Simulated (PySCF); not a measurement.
## Polarisability and C₆ of B²⁺ (boron, charge +2)

[He] 2s1, 2S determinant. Calculation: PySCF 2.14, in dyall-av3z; no relativity, point nucleus. Coupled (time-dependent) response in atomic units; α is the mean over directions.

```
 method  mean α (bohr³)  C₆ (like pair)  S(−4)
    UHF           7.948           11.17  156.0
    PBE           6.986           9.274  120.3
   PBE0           7.202           9.689  127.8
wB97M-V           6.456           7.906  112.7
    M06           7.621           9.839  165.5
```

S(−4) is the Cauchy moment in α(ω) = α(0) + S(−4) ω² + …

α(iu) at wB97M-V:

| u (hartree) | α(iu) (bohr³) |
| --- | --- |
| 0 | 6.456 |
| 0.0500 | 6.187 |
| 0.100 | 5.505 |
| 0.200 | 3.861 |
| 0.300 | 2.635 |
| 0.500 | 1.394 |
| 0.750 | 0.7907 |
| 1.00 | 0.5213 |
| 1.50 | 0.2860 |
| 2.00 | 0.1856 |
| 3.00 | 0.1011 |
| 5.00 | 0.04820 |

A single London oscillator, α(iu) = α/(1 + u²/ω²), gives C₆ = (3/4) ω α². Matching the computed C₆ needs ω = 4 × 7.906 / (3 × 6.456²) = 0.253 hartree.

For an ion, C₆ is the dispersion term alone; charge-induced terms of lower order in 1/R come first.
